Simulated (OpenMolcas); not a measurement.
An OpenMolcas run meant for Co7+ (ANO-RCC-VTZP, DKH2; inactive shells 1s 2s 2p 3s 3p; intended active space 2 electrons in 5 orbitals (3d)). One step of its input:

```
&RASSCF
FileOrb=start.orb
Symmetry=2
Spin=3
nActEl=2 0 0
Inactive=3 6
Ras2=5 0
CIRoot=10 10 1
SDav=10
CIMx=300
Iter=77 100
PrWF=0.3
OrbListing=Nothing
MaxOrb=0
Atom
>>> COPY $Project.JobIph JOB001
```

Lines from the output:

```
...
      Number of secondary orbitals              45
      Spin quantum number                      1.0
      State symmetry                             2
Orbital specifications:
      -----------------------

      Symmetry species                           1   2
                                                ag  au
      Frozen orbitals                            0   0
      Inactive orbitals                          3   6
      Active orbitals                            5   0
      RAS1 orbitals                              0   0
      RAS2 orbitals                              5   0
      RAS3 orbitals                              0   0
      Secondary orbitals                        22  23
      Deleted orbitals                           0   0
      Number of basis functions                 30  29
      Number of CSFs                             0
      Number of root(s) required                10
 ************ ERROR ***********
  You can't ask for more roots
  than there are configurations
 ******************************
--- Stop Module: rasscf at  /rc=_RC_INPUT_ERROR_ ---
.####################.
.# User input error #.
.####################.
```

Q: What is wrong with the input?

A: The state symmetry names the wrong parity for these configurations.
